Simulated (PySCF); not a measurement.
C₃H₇N₃Si.
Numbering: `[CH3:1][c:2]1[cH:3][n:4][n:5]([SiH3:6])[n:7]1`

Definitions: NICS(0) = −σiso at the ring centroid; NICS(1) = −σiso and NICS(1)zz = −σzz at ±1 Å along the ring normal z. Level: GIAO PBE0/pcSseg-1 (PySCF, non-relativistic, gas phase) on the GFN2-xTB geometry, one conformer.

Ring bond lengths (Å), with Mayer bond orders in brackets: C2–C3 1.411 (1.28), C3–N4 1.316 (1.55), N4–N5 1.324 (1.20), N5–N7 1.326 (1.19), N7–C2 1.321 (1.51).

Q: What do the NICS probes read (ppm)?

A: 
```tsv
ring	type	NICS(0)	NICS(1), two faces	NICS(1)zz, two faces	rms pucker (Å)	centre to ring atoms, mean (Å)
C2–C3–N4–N5–N7	5-membered ring with 3 N; formal bonds all aromatic	-12.7	-13.4 / -13.4	-33.4 / -33.5	0.00	1.14
```

Q: What can be read from them?

A: 
- C2–C3–N4–N5–N7: mean NICS(1)zz -33.4 ppm, shielded. For a flat ring without four-coordinate atoms the NICS criterion counts such a value as aromatic.

Q: What does the geometric index give? Use HOMA with the parameters of Krygowski (1993).

A: 
- C2–C3–N4–N5–N7: HOMA 0.95; the largest term is that of C2–C3, α(R − Ropt)² = 0.14. The geometric and the magnetic index point the same way.

Q: At the second NICS(1) probe listed for ring C2–C3–N4–N5–N7, 1 Å off the ring, what do the in-plane components average?

A: The isotropic value is a third of the trace: (3 × -13.4 − (-33.5))/2 = -3.4 ppm.

Q: Give the inner angles of the rings and the Hirshfeld charges of the ring atoms.

A: 
- C2–C3–N4–N5–N7: C2 107.2° (+0.028 e), C3 108.3° (-0.035 e), N4 105.4° (-0.137 e), N5 113.3° (-0.013 e), N7 105.8° (-0.140 e); sum 540.0° against 540° for a flat convex ring.

Q: What are the shieldings of the ring atoms and their hydrogens in the same run (means over atoms taken as equivalent)?

A: 
| atoms | environment | σ isotropic (ppm) | principal values of the symmetric part, first atom (ppm) |
| --- | --- | --- | --- |
| C2 | substituted aromatic carbon | 35.9 | -40.8, 23.2, 125.2 |
| C3 | aromatic CH next to a ring nitrogen | 44.1 | -44.5, 51.6, 125.2 |
| N4 | pyridine-type nitrogen | -116.5 | -360.4, -165.3, 176.1 |
| N5 | pyrrole-type nitrogen | 1.9 | -107.9, 17.1, 96.6 |
| N7 | pyridine-type nitrogen | -110.7 | -339.0, -151.6, 158.5 |
| H on C3 | aromatic hydrogen | 23.95 | 22.0, 23.3, 26.5 |
